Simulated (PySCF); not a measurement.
Compound: C9H4.
InChI=1S/C9H4/c1-4-7-8-9(5-2)6-3/h1-3,7H

Computed, not measured: PBE0-D3(BJ)/def2-SVP geometry optimisation, gas phase in PySCF 2.14.0.

Take the most abundant isotopes and a rigid rotor. 

(1) What are A, B and C (GHz)?

(2) What kind of rotor is it?

(3) Is it planar, by Δ = Ic − Ia − Ib?

(4) Give the coordinates in the principal-axis frame, origin at the centre of mass.

(5) List the rotational levels J(Ka,Kc) to J = 3 (K).

(6) Which lines would a microwave search look for?

(7) Estimate the classical rotational partition function at 50 K, 200 K and 500 K.

Answers

(1) Ia = 207.27, Ib = 544.33, Ic = 697.41 u·Å²; 505379 MHz·u·Å²/I gives 2438, 928.4 and 724.7 MHz, that is A = 2.4383, B = 0.9284, C = 0.7247 GHz.

(2) An asymmetric top; Ray's κ = -0.762.

(3) Not planar: Δ = Ic − Ia − Ib = -54.19 u·Å². For a rigid frame Δ = −2 Σ m c², so Σ m c² = 27.09 u·Å² lies off the ab plane: 6.20 from hydrogen and 20.89 from heavier atoms. The atom farthest from that plane is 1.95 Å away.

(4) The sense of each axis is arbitrary; atoms in the order of the calculation.
```
atom  mass (u)   a (Å)   b (Å)   c (Å)
  C1    12.000   3.706   0.002   0.757
  C2    12.000   2.742   0.001   0.022
  C3    12.000   1.632  -0.001  -0.872
  C4    12.000   0.375   0.000  -0.493
  C5    12.000  -0.899   0.000  -0.122
  C6    12.000  -1.602  -1.234   0.082
  C7    12.000  -2.212  -2.266   0.260
  C8    12.000  -1.604   1.234   0.082
  C9    12.000  -2.215   2.265   0.259
 H10     1.008   4.554   0.003   1.416
 H11     1.008   1.854  -0.001  -1.950
 H12     1.008  -2.746  -3.185   0.416
 H13     1.008  -2.751   3.183   0.415
```

(5) Above 0(0,0), as E/k:
J = 1: 1(0,1) 0.079, 1(1,1) 0.152, 1(1,0) 0.162
J = 2: 2(0,2) 0.237, 2(1,2) 0.301, 2(1,1) 0.330, 2(2,1) 0.547, 2(2,0) 0.548
J = 3: 3(0,3) 0.471, 3(1,3) 0.523, 3(1,2) 0.582, 3(2,2) 0.785, 3(2,1) 0.790, 3(3,1) 1.173, 3(3,0) 1.173
The levels of one J sum to (2J + 1)J(J + 1)(A + B + C)/3.

(6) The dipole components are |μa| = 0.31 D, |μb| = 0.00 D, |μc| = 0.17 D; the mirror of this Cs structure is the ac plane, so μb vanishes by symmetry and there are no b-type lines. The squared components, which scale the intensities, stand as 1.00 : 0.32 (a : c). Some lines, for components of 0.1 D or more:

```json
{"type": "c", "branch": "Q", "J(Ka,Kc)": "2(1,2) ← 2(0,2)", "MHz": "1325", "lower level (cm⁻¹)": "0.165"}
{"type": "a", "branch": "R", "J(Ka,Kc)": "2(1,1) ← 1(1,0)", "MHz": "3510", "lower level (cm⁻¹)": "0.112"}
{"type": "a", "branch": "R", "J(Ka,Kc)": "3(0,3) ← 2(0,2)", "MHz": "4883", "lower level (cm⁻¹)": "0.165"}
{"type": "c", "branch": "R", "J(Ka,Kc)": "2(1,1) ← 1(0,1)", "MHz": "5224", "lower level (cm⁻¹)": "0.055"}
{"type": "a", "branch": "R", "J(Ka,Kc)": "3(1,2) ← 2(1,1)", "MHz": "5252", "lower level (cm⁻¹)": "0.229"}
{"type": "a", "branch": "R", "J(Ka,Kc)": "4(1,4) ← 3(1,3)", "MHz": "6169", "lower level (cm⁻¹)": "0.364"}
{"type": "a", "branch": "R", "J(Ka,Kc)": "5(4,1) ← 4(4,0)", "MHz": "8309", "lower level (cm⁻¹)": "1.412"}
{"type": "c", "branch": "R", "J(Ka,Kc)": "5(2,4) ← 4(1,4)", "MHz": "14109", "lower level (cm⁻¹)": "0.570"}
{"type": "c", "branch": "R", "J(Ka,Kc)": "4(3,2) ← 3(2,2)", "MHz": "14718", "lower level (cm⁻¹)": "0.546"}
{"type": "c", "branch": "R", "J(Ka,Kc)": "5(3,3) ← 4(2,3)", "MHz": "16441", "lower level (cm⁻¹)": "0.766"}
{"type": "c", "branch": "R", "J(Ka,Kc)": "5(4,2) ← 4(3,2)", "MHz": "19558", "lower level (cm⁻¹)": "1.037"}
```

(7) Point group Cs, symmetry number σ = 1; q = (√π/σ)·√((kT/h)³/(ABC)), k/h = 20836.6 MHz/K: 46500 at 50 K, 372000 at 200 K, 1470000 at 500 K.

No PBE0-D3(BJ)/def2-SVP frequencies stand behind this structure, so it isn't proved a minimum. No vibrational averaging or centrifugal distortion is included, and the geometry carries the error of its method.

Time: 44 s of wall time; peak memory 0.79 GiB. Hardware: Intel Xeon Platinum 8488C, one thread, no GPU, shared host with 192 logical CPUs at a one-minute load of 48. This is the geometry optimisation.
